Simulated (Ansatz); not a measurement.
Reaction (SMILES): [CH2]CCC(=C)C -> C=CCC[CH]C
Each molecule is optimised on its own at B3LYP-D3(BJ)/def2-TZVP (Ansatz, a first-principles code), one conformer each, not searched for the lowest. Frequencies are from Ansatz.

Property: isomerisation energy (enthalpy at 298 K, with B3LYP-D3(BJ) rigid-rotor harmonic-oscillator terms), in kJ/mol. Correlated levels leave the core frozen unless marked. UHF or UKS for open shells. No spin-orbit coupling. No relativistic terms. CBS marks a two-point X^-3 extrapolation of the correlation energy; Hartree-Fock from the larger set. The bracket is a focal-point correction in the basis named.

| level | program | isomerisation energy (kJ/mol) |
|---|---|---|
| PBE0-D3(BJ)/def2-TZVP | Ansatz + dftd3 | -0.8 |
| BHLYP-D4/def2-TZVPD | Ansatz + dftd4 | 0.1 |
| CAM-B3LYP-D4/def2-TZVPD | Ansatz + dftd4 | -1.0 |
| LC-wPBE/def2-TZVPD | Ansatz | -1.0 |
| MP2/6-31G | Ansatz | 7.9 |
| SCS-MP2/cc-pVTZ | Ansatz | 4.5 |
| RI-MP2/CBS(cc-pVTZ,cc-pVQZ)+[CCSD(T)-MP2]/cc-pVTZ | Ansatz | 2.3 |
